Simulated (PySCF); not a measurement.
Isomers of C8H14FN.

All values: PBE0/pcSseg-1 (PySCF) at GFN2-xTB geometries, gas phase, one conformer each.

Problem. Rank by dipole moment, lowest first.
A. `[CH3:1][C@@:2]1([CH:3]2[CH2:4][CH2:5][CH2:6]2)[NH:7][C@@H:8]1[CH2:9][F:10]` with C1–C2–C3–C4 31°, N7–C8–C9–F10 -154°, C2–C3–C4–C5 -132°, C3–C4–C5–C6 12°, C4–C5–C6–C3 -12°, C1–C2–N7–C8 106°
B. `[CH3:1][CH:2]([CH3:3])[C:4]1=[C:5]([F:6])[N:7]([CH3:8])[CH2:9][CH2:10]1` with C1–C2–C4–C5 118°, C4–C5–N7–C8 149°, C5–N7–C9–C10 -18°, N7–C9–C10–C4 17°, C2–C4–C10–C9 174°
C. `[CH3:1][CH2:2][CH2:3]/[CH:4]=[CH:5]\[N:6]([CH3:7])/[CH:8]=[CH:9]\[F:10]` with C1–C2–C3–C4 -178°, C2–C3–C4–C5 -110°, C4–C5–N6–C7 26°, C5–N6–C8–C9 173°

Solution. C (1.19 D), B (1.65 D), A (1.85 D).

Problem. Rank by LUMO energy, lowest first.
A. `[CH3:1][CH2:2][CH2:3]/[CH:4]=[CH:5]\[N:6]([CH3:7])/[CH:8]=[CH:9]\[F:10]` with C1–C2–C3–C4 -178°, C2–C3–C4–C5 -110°, C4–C5–N6–C7 26°, C5–N6–C8–C9 173°
B. `[CH3:1][CH:2]([CH3:3])[C:4]1=[C:5]([F:6])[N:7]([CH3:8])[CH2:9][CH2:10]1` with C1–C2–C4–C5 118°, C4–C5–N7–C8 149°, C5–N7–C9–C10 -18°, N7–C9–C10–C4 17°, C2–C4–C10–C9 174°
C. `[CH3:1][CH:2]([CH3:3])[C@@H:4]1[N:5]=[CH:6][C@H:7]([CH3:8])[C@H:9]1[F:10]` with C1–C2–C4–N5 -52°

Solution. C (-0.11 eV), A (0.65 eV), B (1.28 eV).

All values together:

```json
{"SMILES": "CC(C)[C@@H]1N=C[C@H](C)[C@H]1F", "μ (D)": "1.97", "HOMO (eV)": "-7.32", "LUMO (eV)": "-0.11", "lowest IAO charge (e)": "-0.420 (C)", "highest IAO charge (e)": "+0.163 (C)", "lowest Hirshfeld charge (e)": "-0.145 (N)", "highest Hirshfeld charge (e)": "+0.063 (C)"}
{"SMILES": "CCC/C=C\\N(C)/C=C\\F", "μ (D)": "1.19", "HOMO (eV)": "-5.38", "LUMO (eV)": "0.65", "lowest IAO charge (e)": "-0.418 (C)", "highest IAO charge (e)": "+0.167 (H)", "lowest Hirshfeld charge (e)": "-0.118 (C)", "highest Hirshfeld charge (e)": "+0.058 (H)"}
{"SMILES": "CCCC1=C(F)N(C)CC1", "μ (D)": "1.75", "HOMO (eV)": "-5.28", "LUMO (eV)": "1.27", "lowest IAO charge (e)": "-0.417 (C)", "highest IAO charge (e)": "+0.353 (C)", "lowest Hirshfeld charge (e)": "-0.118 (C)", "highest Hirshfeld charge (e)": "+0.111 (C)"}
{"SMILES": "CC(C)C1=C(F)N(C)CC1", "μ (D)": "1.65", "HOMO (eV)": "-5.30", "LUMO (eV)": "1.28", "lowest IAO charge (e)": "-0.416 (C)", "highest IAO charge (e)": "+0.353 (C)", "lowest Hirshfeld charge (e)": "-0.122 (C)", "highest Hirshfeld charge (e)": "+0.112 (C)"}
{"SMILES": "C[C@@]1(C2CCC2)N[C@@H]1CF", "μ (D)": "1.85", "HOMO (eV)": "-7.05", "LUMO (eV)": "1.25", "lowest IAO charge (e)": "-0.441 (N)", "highest IAO charge (e)": "+0.247 (H)", "lowest Hirshfeld charge (e)": "-0.190 (N)", "highest Hirshfeld charge (e)": "+0.114 (H)"}
```

Conformers: `[CH3:1][CH:2]([CH3:3])[C@@H:4]1[N:5]=[CH:6][C@H:7]([CH3:8])[C@H:9]1[F:10]` with C1–C2–C4–N5 -52°; `[CH3:1][CH2:2][CH2:3]/[CH:4]=[CH:5]\[N:6]([CH3:7])/[CH:8]=[CH:9]\[F:10]` with C1–C2–C3–C4 -178°, C2–C3–C4–C5 -110°, C4–C5–N6–C7 26°, C5–N6–C8–C9 173°; `[CH3:1][CH2:2][CH2:3][C:4]1=[C:5]([F:6])[N:7]([CH3:8])[CH2:9][CH2:10]1` with C1–C2–C3–C4 180°, C2–C3–C4–C5 -116°, C4–C5–N7–C8 -150°, C5–N7–C9–C10 17°, N7–C9–C10–C4 -16°, C3–C4–C10–C9 -175°; `[CH3:1][CH:2]([CH3:3])[C:4]1=[C:5]([F:6])[N:7]([CH3:8])[CH2:9][CH2:10]1` with C1–C2–C4–C5 118°, C4–C5–N7–C8 149°, C5–N7–C9–C10 -18°, N7–C9–C10–C4 17°, C2–C4–C10–C9 174°; `[CH3:1][C@@:2]1([CH:3]2[CH2:4][CH2:5][CH2:6]2)[NH:7][C@@H:8]1[CH2:9][F:10]` with C1–C2–C3–C4 31°, N7–C8–C9–F10 -154°, C2–C3–C4–C5 -132°, C3–C4–C5–C6 12°, C4–C5–C6–C3 -12°, C1–C2–N7–C8 106°.
